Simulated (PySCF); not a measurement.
# (FSi)4CH26 adamantane: computed shieldings and shifts

(FSi)4CH26 adamantane, C6H12F4Si4, point group Td.

Bonds: Si1-F2, Si1-C3, Si1-C9, Si1-C13, C3-Si4, Si4-F5, Si4-C6, Si4-C14, C6-Si7, Si7-F8, Si7-C9, Si7-C10, C10-Si11, Si11-F12, Si11-C13, Si11-C14. C3 carries H15, H16; C6 carries H17, H18; C9 carries H19, H20; C10 carries H21, H22; C13 carries H23, H24; C14 carries H25, H26.

GIAO calculations in PySCF 2.14.0 with density-fitted response routines on the PBE0-D3(BJ)/def2-SVP structure: isolated species, non-relativistic, equivalent atoms averaged; basis pcSseg-1.

Question: Give the isotropic shieldings (ppm) with PBE0, wB97X-D.

Answer: 
```csv
atoms,environment,PBE0,wB97X-D
Si1/Si4/Si7/Si11,"silicon bonded to 3 C, F",320.5,319.2
F2/F5/F8/F12,fluorine bonded to Si,351.5,354.7
C3/C6/C9/C10/C13/C14,"carbon bonded to 2 Si, 2 H",174.2,175.6
H15/H16/H17/H18/H19/H20/H21/H22/H23/H24/H25/H26,hydrogen on a carbon bonded to 2 Si,30.83,31.04
HOMO–LUMO gap (eV),–,8.12,11.85
```

Question: And the chemical shifts, against references computed in the same way?

Answer: 
| atoms | nucleus, reference | PBE0 | wB97X-D |
| --- | --- | --- | --- |
| Si1/Si4/Si7/Si11 | ²⁹Si, TMS | 31.5 | 33.7 |
| F2/F5/F8/F12 | ¹⁹F, CFCl3 | -174.2 | -167.6 |
| C3/C6/C9/C10/C13/C14 | ¹³C, TMS | 10.3 | 8.9 |
| H15/H16/H17/H18/H19/H20/H21/H22/H23/H24/H25/H26 | ¹H, TMS | 0.43 | 0.34 |

Question: Which part of the shielding of Si1/Si4/Si7/Si11 depends on the functional?

Answer: Diamagnetic: PBE0 881, wB97X-D 882 ppm; paramagnetic: PBE0 -561, wB97X-D -562 ppm. The diamagnetic part, set mainly by inner electrons, hardly moves; the paramagnetic part goes with low-lying magnetically allowed excitations and carries the spread.

Unscaled 19F shifts against computed CFCl3 carry errors that often reach 10 to 50 ppm.
